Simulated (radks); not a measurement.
Coherent X-ray form factor from a spherical all-electron density. All-electron calculation, non-relativistic Kohn-Sham, r2SCAN, spin-polarised, spherical densities, point nucleus; meta-GGA in the generalised Kohn-Sham scheme. Program: a radial shooting solver on a logarithmic mesh with Libxc functionals.

sin(theta)/lambda (1/angstrom)  f0 (electrons)
0.05                                    17.892
0.1                                     17.573
0.15                                    17.064
0.2                                     16.395
0.25                                    15.602
0.3                                     14.726
0.4                                     12.888
0.5                                     11.152
0.6                                      9.683
0.8                                      7.677
1                                        6.556
1.25                                     5.622
1.5                                      4.772
2                                        3.229

The species is in the configuration that NIST lists as its ground one. Which atom or ion scatters so?

Answer. The iron ion Fe8+, [Ar]. Extrapolating in s^2 from the first two rows gives f0(0) = 18.0, near the electron count 18; among species with that count, the fall with angle is slower the higher Z, and the table is that of Z = 26; from so few rows the species is fixed only to a neighbour or two.
